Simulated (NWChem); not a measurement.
The numbers come from NWChem runs, not from measurements. System: F2Zn, charge 0, spin multiplicity 1, at a geometry optimised with PBE0/def2-SVP. The structure started from a generated list of species. Level: EOM-CCSD/def2-SVPD, 11 core orbitals frozen.

NWChem printed:

```
             Northwest Computational Chemistry Package (NWChem) 7.3.0
             --------------------------------------------------------

                                NWChem Input Module
                                -------------------

 Scaling coordinates for geometry "geometry" by  1.889725989
 (inverse scale =  0.529177249)

 Turning off AUTOSYM since
 SYMMETRY directive was detected!

                             Geometry "geometry" -> ""
                             -------------------------

 Output coordinates in angstroms (scale by  1.889725989 to convert to a.u.)

  No.       Tag          Charge          X              Y              Z
 ---- ---------------- ---------- -------------- -------------- --------------
    1 Zn                  30.0000     0.00000000     0.00000000     0.00000000
    2 F                    9.0000     0.00000000     0.00000000     1.72996300
    3 F                    9.0000     0.00000000     0.00000000    -1.72996300

 Effective nuclear repulsion energy (a.u.)     177.5687647911

            Nuclear Dipole moment (a.u.)
            ----------------------------
        X                 Y               Z
 ---------------- ---------------- ----------------
     0.0000000000     0.0000000000     0.0000000000

      Symmetry information
      --------------------

 Group name             D2h
 Group number             26
 Group order               8
 No. of unique centers     2

      Symmetry unique atoms

     1    2


 Summary of "ao basis" -> "" (spherical)
 ------------------------------------------------------------------------------
       Tag                 Description            Shells   Functions and Types
 ---------------- ------------------------------  ------  ---------------------
 *                         def2-svpd                  on all atoms

 Summary of "ao basis" -> "ao basis" (spherical)
 ------------------------------------------------------------------------------
       Tag                 Description            Shells   Functions and Types
 ---------------- ------------------------------  ------  ---------------------
 Zn                        def2-svpd                12       34   5s4p2d1f
 F                         def2-svpd                 9       23   4s3p2d

                                 NWChem SCF Module
                                 -----------------

  ao basis        = "ao basis"
  functions       =    80
  atoms           =     3
[...]
 Iteration  10 using   10 trial vectors
   0.0007891249365   0.2811234899797    7.64976     1.7     1.7

 Iteration  11 using   11 trial vectors
   0.0003164447721   0.2811270278480    7.64986     1.6     1.6

 Iteration  12 using   12 trial vectors
   0.0001185003027   0.2811264183878    7.64984     1.7     1.7

 Iteration  13 using   13 trial vectors
   0.0000575163679   0.2811249669233    7.64980     1.6     1.6

 Iteration  14 using   14 trial vectors
   0.0000379774116   0.2811252133316    7.64981     1.6     1.6

 Iteration  15 using   15 trial vectors
   0.0000249965991   0.2811254545315    7.64982     1.6     1.6

 Iteration  16 using   16 trial vectors
   0.0000130785861   0.2811254957895    7.64982     1.6     1.6

 Iteration  17 using   17 trial vectors
   0.0000052133953   0.2811254160466    7.64982     1.6     1.6
 --------------------------------------------------------------
 Iterations converged
 ------------------

 Excited state root  1
 Excitation energy / hartree =        0.281125416046562
                   / eV      =        7.649815049820308
 largest EOMCCSD amplitudes: R1 and R2

 Singles contributions
    25ag  (alpha) ---    14b3g (alpha)       -0.1064968568
    25ag  (alpha) ---    23b3g (alpha)       -0.8605072194
    29ag  (alpha) ---    23b3g (alpha)        0.2333883182
    30ag  (alpha) ---    23b3g (alpha)       -0.1877486213
    28b1u (alpha) ---    21b2u (alpha)       -0.1281487252

 Doubles contributions

 =========================================
 Excited-state calculation ( b3u symmetry)
 =========================================
 Dim. of EOMCC iter. space      500

 EOMCCSD SOLVER TYPE  1
  maxdiff =   0.62525299146344659

 No. of initial right vectors    1

 EOM-CCSD right-hand side iterations
 --------------------------------------------------------------
      Residuum       Omega / hartree  Omega / eV    Cpu    Wall
 --------------------------------------------------------------

 Iteration   1 using    1 trial vectors
   0.7979982355220   0.5061729028145   13.77367     2.4     2.4

 Iteration   2 using    2 trial vectors
   0.1434053843041   0.3348645735930    9.11213     1.6     1.6

 Iteration   3 using    3 trial vectors
   0.0898150679091   0.3236656029450    8.80739     1.6     1.6

 Iteration   4 using    4 trial vectors
   0.0558875094983   0.3161687894534    8.60339     1.6     1.6

 Iteration   5 using    5 trial vectors
   0.0227613789272   0.3131827122355    8.52214     1.7     1.7

 Iteration   6 using    6 trial vectors
   0.0089623532390   0.3126392327597    8.50735     1.6     1.6

 Iteration   7 using    7 trial vectors
   0.0057445167438   0.3125307609300    8.50440     1.8     1.8

 Iteration   8 using    8 trial vectors
   0.0038233898255   0.3125608445847    8.50522     1.7     1.7

 Iteration   9 using    9 trial vectors
   0.0026140595070   0.3125581633737    8.50514     1.6     1.6

 Iteration  10 using   10 trial vectors
   0.0012780047803   0.3125437363048    8.50475     1.6     1.6

 Iteration  11 using   11 trial vectors
   0.0006955674976   0.3125498043986    8.50492     1.6     1.6

 Iteration  12 using   12 trial vectors
   0.0003744123483   0.3125473744985    8.50485     1.6     1.6

 Iteration  13 using   13 trial vectors
   0.0002843618933   0.3125441924844    8.50476     1.6     1.6

 Iteration  14 using   14 trial vectors
   0.0001741026291   0.3125458975852    8.50481     1.6     1.6

 Iteration  15 using   15 trial vectors
   0.0000935273230   0.3125469701776    8.50484     1.6     1.6

 Iteration  16 using   16 trial vectors
   0.0000523390326   0.3125465519243    8.50483     1.6     1.6

 Iteration  17 using   17 trial vectors
   0.0000222280460   0.3125461961764    8.50482     1.7     1.7

 Iteration  18 using   18 trial vectors
   0.0000096625374   0.3125464117503    8.50482     1.6     1.6
 --------------------------------------------------------------
 Iterations converged
 ------------------

 Excited state root  1
 Excitation energy / hartree =        0.312546411750337
                   / eV      =        8.504824209772121
 largest EOMCCSD amplitudes: R1 and R2

 Singles contributions
    25ag  (alpha) ---    22b3u (alpha)        0.8637267171
    29ag  (alpha) ---    22b3u (alpha)       -0.2083290495
    30ag  (alpha) ---    22b3u (alpha)        0.1755195602
    28b1u (alpha) ---    24b2g (alpha)        0.1888034386
    38b1u (alpha) ---    24b2g (alpha)        0.1020352876

 Doubles contributions

 Task  times  cpu:      270.2s     wall:      270.2s

 Total times  cpu:      270.2s     wall:      270.2s
```

### Question
Write an NWChem input that would produce this output.

### Answer
One answer among several that fit: 
```
start mol
memory heap 100 mb stack 700 mb global 1900 mb
geometry units angstroms nocenter noautoz
  Zn     0.000000     0.000000     0.000000
  F      0.000000     0.000000     1.729963
  F      0.000000     0.000000    -1.729963
  symmetry group D2h
end
basis spherical
  * library def2-svpd
end
scf
  rhf
  nopen 0
  maxiter 100
  thresh 1e-7
  semidirect memsize 60000000 filesize 0
end
tce
  freeze core 11
  ccsd
  nroots 1
  2eorb
  2emet 13
  thresh 1e-5
  maxiter 200
  tilesize 24
end
task tce energy
```
